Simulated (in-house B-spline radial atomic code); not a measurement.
Ionisation energies with and without relativity, with size and susceptibility from the Dirac run. Dirac energy differences include first-order Breit, QED and recoil terms. NIST's values go from ground level to ground level; the uncertainty of those that are theory runs from under 0.1 % in few-electron ions to several per cent in heavy many-electron ones. Computed with a radial B-spline atomic code at the basis-set limit: non-relativistic Hartree-Fock and Dirac-Hartree-Fock, averages of the configuration (point nuclei without relativity, finite nuclei with it).

```csv
ion,configuration,configuration after,ionisation non-relativistic (eV),ionisation Dirac Breit and QED (eV),tabulated value (eV),tabulated kind,radius at density 0.001 (bohr),diamagnetic susceptibility (10⁻⁶ cm³/mol)
He+,1s1,bare,54.42,54.42,54.41777,tabulated theory,1.961,-0.59392
Se+,[Ar] 3d10 4s2 4p3,[Ar] 3d10 4s2 4p2,19.52,19.52,21.196,measured,3.919,-24.765
La+,[Xe] 5d2,[Xe] 5d1,10.22,9.82,11.18496,measured,4.437,-48.214
Dy+,[Xe] 4f10 6s1,[Xe] 4f10,10.16,10.76,11.647,semi-empirical,4.486,-43.902
W+,[Xe] 4f14 5d4 6s1,[Xe] 4f14 5d4,12.57,14.08,16.37,semi-empirical,4.339,-42.854
```
